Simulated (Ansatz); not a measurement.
Isomers of HgI₂⁺ (doublet), relaxed with PBE0-D4/def2-TZVP; total energies from Ansatz at PBE0-D4/def2-TZVP.

```csv
isomer,description,energy (Eh)
A,point group Cs; 1 × Hg–I 3.02 Å; 1 × I–I 2.63 Å,-748.66631
B,point group D∞h; 2 × Hg–I 2.58 Å,-748.68124
```

In the def2 sets Hg, I take a core potential; there is no spin–orbit coupling.

The isomers come from a short search, and lower ones may exist.

Problem. Work out the relative energies (1 Eh = 2625.5 kJ/mol) and the Boltzmann populations at 1200 K from electronic energies alone (R = 8.314 J/mol/K).

Solution. ΔE: A 39.2, B 0.0 kJ/mol. RT = 9.98 kJ/mol. Factors exp(−ΔE/RT): A 0.0197, B 1; sum 1.020. Populations: A 1.9 %, B 98.1 %. Zero-point energy, vibrational entropy and symmetry numbers are left out and can shift these; an error of 4 kJ/mol changes a ratio by a factor of 1.5. Over the other density-functional and correlated levels in def2 sets, the gap between B and A ranges from 31 to 60 kJ/mol.
